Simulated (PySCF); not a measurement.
Molfile (atoms numbered from 1):
```
C3H2F2N2O2
     RDKit          3D

 11 11  0  0  0  0  0  0  0  0999 V2000
   -2.8617    0.1033   -1.1140 F   0  0  0  0  0  0  0  0  0  0  0  0
   -1.8978    0.1243   -0.1951 C   0  0  0  0  0  0  0  0  0  0  0  0
   -2.4405   -0.3134    0.9510 F   0  0  0  0  0  0  0  0  0  0  0  0
   -0.9075   -0.7419   -0.6069 O   0  0  0  0  0  0  0  0  0  0  0  0
    0.3289   -0.4311   -0.2353 C   0  0  0  0  0  0  0  0  0  0  0  0
    0.7347    0.6154    0.4141 N   0  0  0  0  0  0  0  0  0  0  0  0
    2.0770    0.3945    0.4853 C   0  0  0  0  0  0  0  0  0  0  0  0
    2.4510   -0.7061   -0.0806 N   0  0  0  0  0  0  0  0  0  0  0  0
    1.3063   -1.2687   -0.5648 O   0  0  0  0  0  0  0  0  0  0  0  0
   -1.5370    1.1557   -0.0446 H   0  0  0  0  0  0  0  0  0  0  0  0
    2.7520    1.0707    0.9650 H   0  0  0  0  0  0  0  0  0  0  0  0
  1  2  1  0
  2  3  1  0
  2  4  1  0
  4  5  1  0
  5  6  2  0
  6  7  1  0
  7  8  2  0
  8  9  1  0
  9  5  1  0
  2 10  1  0
  7 11  1  0
M  END
```

All values are calculated (PySCF 2.14.0 with density-fitted response routines): structure optimised with GFN2-xTB, shieldings: GIAO PBE0/pcSseg-1. Non-relativistic, no solvent, one conformer, equivalent nuclei averaged.

List the cross peaks expected in HSQC, COSY and HMBC spectra.

Results:



HSQC (one-bond C–H):
| δH | δC |
| --- | --- |
| 8.23 (H11) | 162.0 (C7) |
| 7.82 (H10) | 123.2 (C2) |

HMBC (two and three bonds, from the bond graph; two-bond peaks within aromatic rings are usually weak or absent):
| δH | δC |
| --- | --- |
| 8.23 (H11) | 180.6 (C5) |
| 7.82 (H10) | 180.6 (C5) |

No COSY cross peaks are expected.

δ = σ(ref) − σ, references computed at the same level: TMS for ¹H (σref 31.72), ¹³C (σref 186.93).

Shifts are as computed. Against solution values, carbons near 30 ppm lie about +3 ppm off and those near 130 ppm about +5 ppm (rms about the fit 2.1 ppm; single classes can miss by 10 ppm). Of 1328 compounds with measured shifts, 309 miss one by over three times the rms of a fit or turn the order of signals round; such compounds aren't used in these exercises. Signals without a measured value on file couldn't be tested in this way; 1H shifts scatter by 0.2 ppm about their fit, and single ones miss by 0.5 ppm.
